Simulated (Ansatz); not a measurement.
Program: Ansatz. Geometries: PBE0-D4/def2-TZVP. ΔE: electronic, gas phase. CCSD(T)/CBS adds triple-zeta CCSD(T) − MP2 to the extrapolated MP2 energy (def2 sets, frozen cores). This one scheme is used for every species. DFT in def2-TZVPP. Each species was taken in one conformer, which may not be the lowest.

Reaction (ligand exchange at the Si–C bond): `B[SiH](F)C=C` + H–F → `B[SiH](F)F` + `C=C`

| level | ΔE (kcal/mol) |
| --- | --- |
| r2SCAN-D4 | -32.9 |
| r2SCAN | -33.3 |
| SCS-MP2/def2-TZVPP | -34.3 |
| CCSD/CBS(def2) | -33.9 |

Task: What does CCSD(T)/CBS give? (Estimate.)

Result: Ansatz gave: -32.8 kcal/mol. The listed levels differ from it by -0.1, -0.5, -1.5, -1.1 kcal/mol.

Largest T1 diagnostic among the species: 0.012.

The D4 term adds +2.2 kcal/mol with B3LYP and +1.2 kcal/mol with PBE0; it sums over pairs of atoms, weighted by their polarisabilities, and B3LYP, whose exchange is more repulsive, gets the larger term. In def2-TZVPP, CCSD(T) changes the Hartree–Fock value by +6.5 kcal/mol (the triples alone add +1.0 kcal/mol) and MP2 by +6.8 kcal/mol. From PBE to PBE0 (25 % exact exchange), in def2-TZVPP and without D4, ΔE moves by −0.9 kcal/mol.

B3LYP here is the variant with VWN-RPA as its local correlation; programs differ in this.
